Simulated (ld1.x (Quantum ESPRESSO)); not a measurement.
**LDA (PZ) TM dataset for bismuth, scalar-relativistic all-electron reference.**

ld1.x (Quantum ESPRESSO) 7.5 input, shortened:

```
&input
   title='Bi', zed=83., rel=1, dft='PZ', iswitch=3,
   config='[Xe] 4f14 5d10 6s2 6p3'
 /
 &inputp
   pseudotype=2, tm=.true., lloc=0,
   nlcc=.true., rcore=1.15
 /
2
6P  2  1   3.00   0.00  1.90  1.90  0.0
6S  1  0   2.00   0.00  1.65  1.65  0.0
 &test
   configts(1)='6s2 6p3'
 /
```

All-electron outer shells of the reference configuration (LDA (PZ), scalar-relativistic, ld1.x):

```csv
shell,level (eV),outermost node (bohr),outermost maximum (bohr)
5p,-95.96,0.48,0.86
5d,-27.18,0.51,1.03
6s,-14.76,0.98,1.86
6p,-4.77,1.14,2.44
```

Task: Estimate the cutoffs (Ry, on a coarse ladder) from which the occupation-weighted sum of valence levels, in a spherical-Bessel basis at the reference potential, stays within 10 and 1 mRy of its value at 400 Ry.

Result: 40 Ry and 90 Ry.

Task: Does the potential have ghost states?

Result: No extra level below or beside the all-electron valence levels (p, s, d, f tested).

Task: Tests: 6s2 6p2; 6s2 6p1; 6s2 6p0; 6s1 6p3; 6s0 6p5; 6s1 6p0; 6s2 6p2.5. Which has the largest error in its energy relative to the reference configuration, and how large is it?

Result: 6s1 6p0, with -864 meV (all-electron minus pseudo) on +93.35 eV.
